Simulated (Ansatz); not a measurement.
`C[AsH][SiH3]`, 10 atoms. Total charge 0; spin multiplicity 1. Correlated methods include outer-core shells of As, which these sets cover unevenly. Scalar relativity is left out up to krypton. All runs use 4 threads of an Arm Neoverse V2 on a shared host. Correlated methods freeze the cores.

**Question.** How many basis functions does each run have, and how long does it take in Ansatz? RKS ωB97M-V/def2-QZVPP energy; RHF-MP2/def2-QZVPP energy; RKS PBE0-D4/def2-QZVPP energy; RKS ωB97X-V/def2-TZVPP energy; RKS CAM-B3LYP-D4/def2-TZVPP energy; RKS PBE0-D4/def2-TZVP frequencies; RKS r2SCAN0-D4/def2-TZVPP energy; RHF-CCSD(T)/def2-SVP energy; RKS PBE0-D4/def2-TZVP relaxation (5 steps); direct RPA on PBE orbitals/def2-TZVPP energy; RKS PBE0-D4/def2-SVP energy; RKS ωB97M-V/def2-SVP energy. (Estimate.)

**Answer.** Computed: Other jobs shared the machine, so times are rough.

| level | job | functions | wall time | peak host memory (GiB) |
| --- | --- | --- | --- | --- |
| RKS PBE0-D4/def2-SVP | energy | 99 | 0.85 s | 0.2 |
| RKS CAM-B3LYP-D4/def2-TZVPP | energy | 219 | 2.2 s | 0.59 |
| RHF-CCSD(T)/def2-SVP | energy | 99 | 2.4 s | 0.38 |
| direct RPA on PBE orbitals/def2-TZVPP | energy | 219 | 2.7 s | 0.44 |
| RKS r2SCAN0-D4/def2-TZVPP | energy | 219 | 3.2 s | 0.55 |
| RKS ωB97M-V/def2-SVP | energy | 99 | 3.4 s | 0.3 |
| RKS ωB97X-V/def2-TZVPP | energy | 219 | 5 s | 0.64 |
| RKS PBE0-D4/def2-QZVPP | energy | 426 | 5.5 s | 1.5 |
| RKS PBE0-D4/def2-TZVP | relaxation (5 steps) | 158 | 11 s | 0.39 |
| RKS ωB97M-V/def2-QZVPP | energy | 426 | 12 s | 1.8 |
| RHF-MP2/def2-QZVPP | energy | 426 | 12 s | 2.2 |
| RKS PBE0-D4/def2-TZVP | frequencies | 158 | 80 s | 0.39 |
